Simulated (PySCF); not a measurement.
Job file and geometry (Å, from GFN2-xTB) of an NMR shielding run on SMILES C[C@@H]1C[Si@@H](Cl)[Si@@H](O[SiH3])O1, C3H11ClO2Si3, GIAO PBE0/pcSseg-1 NMR shielding, non-relativistic, gas phase in PySCF 2.14.0, density-fitted response routines; density fitting, a coarse starting grid and PySCF grid level 2 are the driver's defaults:

```
$ OMP_NUM_THREADS=1 python probes_run.py task.json out

{"job": {"kind": "nmr", "xc": "PBE0", "basis": "pcSseg-1"}, "charge": 0, "multiplicity": 1}
C     -2.499355    -0.840638     0.670335
C     -1.302411     0.004222     1.094609
C     -1.226223     1.305774     0.280133
Si    -0.355453     0.905082    -1.387741
Cl     0.715295     2.516191    -1.986334
Si     0.637411    -0.938071    -0.449704
O      2.229035    -0.915052    -0.187105
Si     3.604455    -0.252211     0.362805
O     -0.118124    -0.754429     0.980676
H     -2.480943    -1.790366     1.198519
H     -2.453343    -1.035346    -0.398444
H     -3.427126    -0.325140     0.902350
H     -1.393215     0.235831     2.164677
H     -2.227538     1.724337     0.191241
H     -0.625349     2.031428     0.832837
H     -1.385947     0.690304    -2.414142
H      0.405389    -2.277690    -0.978227
H      3.300280     0.850624     1.273556
H      4.300580     0.219531    -0.832969
H      4.297433    -1.343702     1.041106
```

Q: Write the output of this run.

A: 
```
coarse grid: 18752 points
cycle   1  E = -1599.0568283529  dE =  1.185e+00  |g| = 1.023e+00  |ddm| = 4.138e+00
cycle   2  E = -1598.7225339733  dE =  3.343e-01  |g| = 1.661e+00  |ddm| = 2.411e+00
cycle   3  E = -1599.2470997229  dE = -5.246e-01  |g| = 1.402e-01  |ddm| = 1.770e+00
cycle   4  E = -1599.2506426019  dE = -3.543e-03  |g| = 5.931e-02  |ddm| = 1.877e-01
cycle   5  E = -1599.2514480014  dE = -8.054e-04  |g| = 1.188e-02  |ddm| = 5.791e-02
cycle   6  E = -1599.2514747368  dE = -2.674e-05  |g| = 4.896e-03  |ddm| = 1.486e-02
cycle   7  E = -1599.2514787502  dE = -4.013e-06  |g| = 1.279e-03  |ddm| = 4.558e-03
final grid: 162656 points
cycle   8  E = -1599.3233432486  dE = -3.023e-05  |g| = 1.214e-02  |ddm| = 2.682e-02
cycle   9  E = -1599.3233100133  dE =  3.324e-05  |g| = 1.795e-02  |ddm| = 2.234e-02
cycle  10  E = -1599.3233704204  dE = -6.041e-05  |g| = 1.311e-03  |ddm| = 1.440e-02
cycle  11  E = -1599.3233707479  dE = -3.275e-07  |g| = 3.323e-04  |ddm| = 1.528e-03
cycle  12  E = -1599.3233707736  dE = -2.574e-08  |g| = 6.592e-05  |ddm| = 3.797e-04
cycle  13  E = -1599.3233707745  dE = -8.808e-10  |g| = 2.661e-05  |ddm| = 9.525e-05
converged SCF energy = -1599.3233707745

GIAO shielding tensors (ppm)
atom      isotropic    diamagn.    paramagn.     s11        s22        s33       span
  0 C      154.961     250.380     -95.419    135.433    147.276    182.175     46.742
  1 C      114.411     241.708    -127.297     86.919    102.945    153.368     66.449
  2 C      155.519     257.114    -101.594    133.793    147.062    185.703     51.910
  3 Si     363.307     880.564    -517.257    289.062    366.275    434.583    145.521
  4 Cl    1046.713    1149.456    -102.742   1005.465   1029.565   1105.110     99.645
  5 Si     377.580     881.021    -503.441    359.924    382.448    390.368     30.444
  6 O      299.770     399.638     -99.868    234.201    293.197    371.912    137.711
  7 Si     391.193     879.799    -488.606    352.097    363.609    457.873    105.776
  8 O      215.040     400.928    -185.888    142.203    227.070    275.847    133.644
  9 H       30.109      29.669       0.440     26.102     27.730     36.496     10.394
 10 H       31.343      31.427      -0.084     27.558     31.537     34.934      7.376
 11 H       30.665      29.495       1.170     26.373     28.060     37.563     11.191
 12 H       26.885      30.900      -4.014     23.767     25.256     31.634      7.867
 13 H       30.005      32.178      -2.173     25.645     29.000     35.372      9.727
 14 H       30.070      33.581      -3.511     25.834     28.977     35.400      9.566
 15 H       26.328      29.755      -3.427     21.706     25.815     31.462      9.757
 16 H       26.543      29.938      -3.395     22.274     24.988     32.367     10.093
 17 H       26.548      30.562      -4.015     22.952     25.958     30.733      7.781
 18 H       26.544      28.670      -2.126     22.907     25.167     31.558      8.651
 19 H       26.571      28.194      -1.623     22.821     24.630     32.261      9.440
```

Q: Turn these shieldings into chemical shifts. Scale: $^{13}$C (σref 186.93) and $^{29}$Si (σref 349.16) and $^{1}$H (σref 31.72) against TMS; $^{35}$Cl (σref 949.78) vs HCl; H2O for $^{17}$O (σref 336.08) (reference shieldings calculated alike).

A: Averaging equivalent atoms: C 1: 72.5; C 0: 32.0; C 2: 31.4; Si 3: -14.1; Si 5: -28.4; Si 7: -42.0; Cl 4: -97; O 8: 121.0; O 6: 36.3; H 15: 5.39; H 16: 5.17; H 17/18/19: 5.16; H 12: 4.83; H 13: 1.71; H 14: 1.65; H 9/10/11: 1.01 ppm. Experimental scales use liquid or dissolved standards, which lie at an offset from isolated H2O (liquid H2O: subtract about 36 ppm).

Size and cost of the density-fitted run: 236 basis functions, 120 s wall time on 1 thread of an Arm Neoverse V1, shared host; peak memory 1.1 GiB.
